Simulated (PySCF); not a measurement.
B(Cl)(OH)(OMe) (CH4BClO2), SMILES ClB(O)OC.

Geometry: PBE0-D3(BJ)/def2-SVP. The values are those of a single conformer.

Two levels are set side by side: TDDFT-PBE/def2-SVPD (PySCF) and TDDFT-B3LYP/def2-SVPD (PySCF). Vertical, same geometry. The lowest singlet is HOMO→LUMO 100 % with PBE and HOMO→LUMO 99 % with the other functional; states are paired by order. Differences are taken from unrounded values.

```
quantity                               TDDFT-B3LYP
-------------------------------------  -----------
lowest singlet excitation (eV)                7.45
lowest triplet excitation (TDA) (eV)          7.36
first bright state (f over 0.05) (eV)         8.54
its oscillator strength                       0.17
```

Question: What does TDDFT-PBE give, and how far is it from TDDFT-B3LYP? (An estimate is asked for; the answer gives what the named calculation found.)

Answer: 
```tsv
quantity	TDDFT-PBE	TDDFT-PBE minus TDDFT-B3LYP
lowest singlet excitation (eV)	6.73	-0.71
lowest triplet excitation (TDA) (eV)	6.66	-0.70
first bright state (f over 0.05) (eV)	7.96	-0.59
its oscillator strength	0.19	0.02
```

A lower first singlet is the usual sign of a functional without exact exchange. Differences between two approximate levels are no errors against the true value.

Rough cost on one machine, each run with all the roots and properties that it gave: TDDFT-B3LYP against TDDFT-PBE about 4 times.
